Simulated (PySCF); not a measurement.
## Adding and removing an electron: CuCl

PBE0; Cu def2-TZVPPD, Cl def2-TZVPPD; no relativity (PySCF 2.14). Neutral (UKS): singlet (closed shell), Re = 2.076 Å, ωe = 401 cm⁻¹, De = 3.67 eV, HOMO -7.53 eV, LUMO -2.99 eV.

CuCl⁺ (UKS): doublet (π ↑), Re = 2.085 Å, ωe = 361 cm⁻¹, De = 1.44 eV to Cu⁺ (3d10) + Cl. The energies at the minima are -2100.37728 hartree for CuCl and -2100.00984 for CuCl⁺.

Problem. Work out the adiabatic ionisation energy, without and with harmonic zero-point energies (1 hartree = 27.2114 eV, 1 eV = 8065.5 cm⁻¹), and the change of the bond length.

Solution. At PBE0: 0.36744 hartree = 9.999 eV between the minima; the zero-point term (361.0 − 401.0)/2 cm⁻¹ = -0.002 eV makes it 9.996 eV. Re changes by +0.9 pm against the neutral. Minus the HOMO energy is 7.53 eV, -2.47 eV from the value between the minima; self-interaction puts the Kohn–Sham level too high, less so with exact exchange. The electron leaves a π orbital; in so polar a molecule the change of length follows mostly from the change of the ionic charges.

CuCl⁻ (UKS): doublet (σ ↑), Re = 2.207 Å, ωe = 282 cm⁻¹, De = 1.40 eV to Cu (3d10 4s1) + Cl⁻. The energies at the minima are -2100.37728 hartree for CuCl and -2100.42537 for CuCl⁻.

Problem. Work out the adiabatic electron affinity, without and with harmonic zero-point energies (1 hartree = 27.2114 eV, 1 eV = 8065.5 cm⁻¹), and the change of the bond length.

Solution. At PBE0: 0.04809 hartree = 1.309 eV between the minima; the zero-point term (401.0 − 282.0)/2 cm⁻¹ = +0.007 eV makes it 1.316 eV. Re changes by +13.1 pm against the neutral. The electron enters a σ orbital; in so polar a molecule the change of length follows mostly from the change of the ionic charges.

For an ion De counts to the pair picked by the measured ionisation energies or electron affinities, which need not be the lowest pair at this level. The highest Kohn–Sham level is positive in this anion. Much of that is self-interaction error, but it also means that the finite basis helps to hold the extra electron. With d or f electrons several states lie close, and the lowest PBE0 determinant need not be the measured ground state.
